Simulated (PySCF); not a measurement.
SMILES CC(O)C[O], doublet, PBE0/def2-SVP optimised geometry.

```
12

C      0.27     0.94     0.00
C     -0.26     0.18     1.20
O      0.26     0.66     2.42
C      0.13    -1.29     1.16
O     -0.25    -1.98     0.07
H     -0.08     1.98     0.00
H      1.37     0.94     0.00
H     -0.09     0.46    -0.93
H     -1.37     0.22     1.20
H      0.03     1.59     2.50
H      1.25    -1.38     1.24
H     -0.20    -1.81     2.09
```

Density from unrestricted PBE0/def2-TZVP in PySCF at that geometry.

Minimum of the electron density along straight lines between bonded atoms, close to the bond critical point (lines longer than 1.1 times the sum of covalent radii, or with two minima, are not listed):

```csv
bond,length / Å,ρ at the minimum / e bohr⁻³,∇²ρ there / e bohr⁻⁵,position (fraction from the first atom)
C1–C2,1.516,0.256,-0.66,0.49
C2–O3,1.407,0.266,-0.59,0.35
C2–C4,1.527,0.259,-0.69,0.50
C4–O5,1.344,(withheld),-0.56,0.34
C1–H6,1.102,0.270,-0.90,0.64
C1–H7,1.102,0.271,-0.91,0.64
C1–H8,1.100,0.272,-0.92,0.64
C2–H9,1.110,0.276,-0.95,0.64
O3–H10,0.962,(withheld),(withheld),0.80
C4–H11,1.119,0.260,-0.86,0.65
C4–H12,1.115,0.265,-0.89,0.65
```

Some entries are withheld; supply them.


- C4–O5, ρ at the minimum / e bohr⁻³: 0.309
- O3–H10, ρ at the minimum / e bohr⁻³: 0.363
- O3–H10, ∇²ρ there / e bohr⁻⁵: -2.46
